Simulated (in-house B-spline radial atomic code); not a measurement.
**BSE on G0W0@HF excitations of Ne8+**

Method: BSE on G0W0@HF. Computed with an all-electron radial atomic-structure program (B-spline basis): linear response of the closed shell 1s2 with a statically screened interaction on G0W0 levels; non-relativistic, point nucleus, no spin-orbit coupling, no double excitations, S, P, D and F terms only.

Command:
```bash
python run_td.py task.json out
```
Settings (radii: box in bohr, nucleus in fm):
```
Z                        10
electrons                2
configuration            1s2
hamiltonian              nr
method                   bse
box_radius               11.59
intervals                47
```

Time taken, with all properties: 8.4 s on 1 thread of Arm Neoverse N1 (shared host).

The lowest states, in the order of their Tamm-Dancoff energies; the method's threshold (minus the highest G0W0 level) is 1194.65 eV. Labels give the largest channel, * marks a mixed state, and oscillator strengths are full-response dipole values. Energies in eV:

```tsv
state	full response	Tamm-Dancoff	oscillator strength
1s → 2s 3S	904.14	904.21	-
1s → 2p 3P	913.65	913.68	-
1s → 2s 1S	914.94	915.00	-
1s → 2p 1P	921.33	921.36	0.719
1s → 3s 3S	1068.07	1068.09	-
1s → 3p 3P	?	?	-
1s → 3s 1S	1070.88	1070.90	-
1s → 3d 3D	1072.12	1072.12	-
1s → 3d 1D	1072.22	1072.22	-
1s → 3p 1P	1072.75	1072.76	0.149
1s → 4s 3S	1124.07	1124.08	-
1s → 4p 3P	1125.14	1125.14	-
1s → 4s 1S	1125.21	1125.22	-
1s → 4d 3D	1125.73	1125.73	-
1s → 4f 3F	1125.77	1125.77	-
1s → 4f 1F	?	?	-
```

Problem. Where does 1s → 3p 3P lie?

Solution. At 1070.66 eV in full response, 1070.67 eV in Tamm-Dancoff.

Problem. Where does 1s → 4f 1F lie?

Solution. At 1125.77 eV in full response, 1125.77 eV in Tamm-Dancoff.

Problem. How large is the singlet-triplet splitting of 1s → 2s (S terms) in Tamm-Dancoff?

Solution. 10.8 eV, from the unrounded values.

Problem. What polarisabilities and dispersion coefficient does the method give?

Solution. Dipole 0.001042 bohr³, quadrupole 3.963e-05 bohr⁵, C6 3.211e-05 hartree·bohr⁶ for two such species.
